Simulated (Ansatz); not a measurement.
Cost and result for the atomization energy of CH$_{4}$OSSi (`CS[Si]O`) (8 atoms, 7 bonds).

The species carries charge 0 and has multiplicity 1. All single points use the PBE0-D4/def2-TZVP geometry. It is one conformer, not always the lowest. Program: Ansatz. Hardware: A = 2 threads of an AMD EPYC 7R13 on a shared host; B = 2 threads of an AMD EPYC 7R13 on a shared host and a share of an NVIDIA H100 80 GB. Times are those of one run each, without the atoms' runs, and a repeat can differ threefold. Electronic energies, without spin–orbit coupling; frozen cores. CCSD(T)/CBS extrapolates def2-TZVPP and def2-QZVPP, and its time is that of the two runs behind it. T1 = 0.014. B3LYP takes the VWN-RPA correlation (the form of Gaussian; ORCA's B3LYP/G).

CCSD(T)/CBS is a level of theory with its own doubt, some kJ/mol a heavy atom from the limit and from the frozen cores, so smaller differences don't rank the functionals.

| level | functions | wall time | atomization (kJ/mol) | difference from CCSD(T)/CBS | per bond |
| --- | --- | --- | --- | --- | --- |
| PBE-D4/def2-TZVPP (with forces) [A] | 202 | 2 s | 2967.1 | 55.3 | 7.9 |
| PBE0-D4/def2-TZVPP [A] | 202 | 2.6 s | 2900.0 | -11.8 | -1.7 |
| r2SCAN-D4/def2-TZVPP (with forces) [A] | 202 | 3.8 s | 2911.7 | -0.1 | 0.0 |
| B3LYP-D4/def2-TZVPP (with forces) [A] | 202 | 4.1 s | 2898.6 | -13.2 | -1.9 |
| B2PLYP/def2-TZVPP [A] | 202 | 4.9 s | 2866.5 | -45.3 | -6.5 |
| ωB97X-V/def2-TZVPP [A] | 202 | 6 s | 2913.6 | 1.8 | 0.3 |
| ωB97M-V/def2-TZVPP (with forces) [A] | 202 | 8 s | 2928.8 | 17.0 | 2.4 |
| CCSD(T)/def2-TZVPP [B] | 202 | 15 s | 2819.2 | -92.6 | -13.2 |
| CCSD(T)/def2-QZVPP [B] | 374 | 31 s | 2874.1 | -37.7 | -5.4 |
| CCSD(T)/CBS(def2) | – | 46 s | 2911.8 | 0.0 | 0.0 |

The D4 term adds +29.0 kJ/mol with B3LYP and +14.9 kJ/mol with PBE0; it sums over pairs of atoms, weighted by their polarisabilities, and B3LYP, whose exchange is more repulsive, gets the larger term. From PBE to PBE0 (25 % exact exchange), in def2-TZVPP and without D4, the atomization energy moves by −64.2 kJ/mol: exact exchange takes away binding that semilocal exchange gives to molecules. In def2-TZVPP, CCSD(T) changes the Hartree–Fock value by +770.1 kJ/mol (the triples alone add +52.5 kJ/mol) and MP2 by +824.8 kJ/mol; breaking electron pairs costs correlation energy, which Hartree–Fock lacks.
